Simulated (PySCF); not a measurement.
C₆H₇S₂ (doublet state).
Cartesian coordinates in Å at the GFN2-xTB level; atoms count from 1:
```xyz
15
C6H7S2 angstrom
C     -2.7026   -1.2031    0.3526
C     -1.6669   -0.3601    0.1376
C     -1.6888    1.0275   -0.1417
C     -0.4404    1.5864   -0.3110
C      0.5985    0.6804   -0.1745
S      2.2811    1.0795   -0.3347
C      3.0652   -0.5236   -0.0118
S      0.0138   -0.9218    0.1751
H     -2.5514   -2.2462    0.5580
H     -3.7131   -0.8384    0.3194
H     -2.6141    1.5695   -0.2073
H     -0.2591    2.6241   -0.5276
H      4.1359   -0.3612   -0.0824
H      2.7974   -0.8625    0.9846
H      2.7402   -1.2426   -0.7582
```

The hyperfine couplings belong to this conformer and change with its torsions.

As a line formula: `[CH2]c1ccc(SC)s1` [radical].

Computed, not measured: UKS B3LYP, pcH-1 on C H S, non-relativistic, mean-field spin-orbit, GIAO in PySCF. Geometry: GFN2-xTB, one conformer, isolated molecule. The geometry wasn't refined by DFT: couplings that depend on bond lengths, twists or pyramidal angles can differ widely from those at the functional's own minimum. The SCF solution wasn't tested for stability. ⟨S²⟩ is 0.778 where a pure state has 0.75.

**Question.** What is the g tensor, term by term?

**Answer.** 
```
                    Δg (ppm)     1     2     3
relativistic mass correction  -165  -165  -165
            gauge correction     1    39    33
   orbital Zeeman/spin–orbit  -116  1079  4039
                       total  -280   953  3907
```

So g = 2.00204, 2.00327, 2.00623 and g_iso = 2.00385; the tensor is rhombic: the two nearest values differ by 29 % of g3 − g1. Axes: g2 points within 7° of the C5–S8 bond and g3 points within 5° of the C3–H11 bond.

**Question.** Average each term over the three axes. Which is largest in size?

**Answer.** The orbital-Zeeman/spin–orbit term 1667, the mass correction -165 and the gauge correction 24 ppm, for a total of 1527 ppm. The orbital-Zeeman/spin–orbit term is the largest in size. The mass correction is the same along every axis, so the anisotropy comes from the other two: their spans along these axes are 38 (gauge) and 4155 ppm (orbital Zeeman/spin–orbit).

**Question.** What effective moment and Curie constant follow for a powder?

**Answer.** With the mean of g² = 4.0154 and S(S+1) = 0.75: μ_eff = √(⟨g²⟩S(S+1)) = 1.735 μB and χT = 0.12505·⟨g²⟩·S(S+1) = 0.377 cm³ K/mol (cgs; spin-Hamiltonian part alone).

**Question.** In a frozen sample, at which fields do the three g values resonate at 9.5, 34, 94 and 263 GHz (hyperfine left aside), and which band first spreads them over more than twice a line width of 0.3 mT?

**Answer.** 
```json
{"band": "X", "GHz": "9.5", "B(g3) mT": "338.32", "B(g2) mT": "338.82", "B(g1) mT": "339.03", "spread mT": "0.71"}
{"band": "Q", "GHz": "34.0", "B(g3) mT": "1210.84", "B(g2) mT": "1212.63", "B(g1) mT": "1213.37", "spread mT": "2.53"}
{"band": "W", "GHz": "94.0", "B(g3) mT": "3347.62", "B(g2) mT": "3352.56", "B(g1) mT": "3354.62", "spread mT": "7.00"}
{"band": "J", "GHz": "263.0", "B(g3) mT": "9366.22", "B(g2) mT": "9380.03", "B(g1) mT": "9385.81", "spread mT": "19.59"}
```

The spread grows in proportion to the frequency. X band is the first where it exceeds 0.6 mT.

Largest spin populations (Mulliken): C1 (+0.57), C3 (+0.37), C5 (+0.32) and C2 (-0.19). Three atoms exceed +0.15. The positive populations add up to 1.39 and the negative ones to -0.39, together 2S = 1. The angles at C1 add up to 360.0°, so it is planar.

The HOMO–LUMO gaps are 4.38 eV among the α and 4.06 eV among the β orbitals.
